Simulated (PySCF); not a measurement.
Computed IR spectrum (relative IR intensity) of a molecule C4H9NSi. Coordinates come from a PBE-D3(BJ)/def2-SVP optimisation. Other conformers were not sampled. Method: PBE-D3(BJ)/def2-SVP in PySCF. Frequencies are harmonic and unscaled.

Lines under 2 % of the strongest are left out, and lines within 2 cm⁻¹ are merged.

ν (cm⁻¹): 193 (w), 267 (w), 326 (m), 370 (w), 421 (w), 532 (w), 586 (w), 651 (m), 701 (vw), 775 (m), 793 (w), 848 (m), 897 (m), 979 (vs), 1072 (vw), 1107 (vw), 1177 (m), 1286 (m), 1306 (w), 1331 (w), 1371 (vw), 2104 (vs), 2123 (vs), 2875 (m), 2963 (w), 3045 (w), 3051 (w), 3069 (w), 3142 (vw), 3576 (w) (against the strongest line: vs over 80 %, s over 45 %, m over 15 %, w over 4 %, vw less)

Problem. Identify the compound among the candidates.
(A) CC[Si@H]1C=NC1
(B) C#C[Si@H](N)CC
(C) C=C1[SiH2]N[C@H]1C
(D) CC(C)([SiH3])C#N

Solution. C, C=C1[SiH2]N[C@H]1C
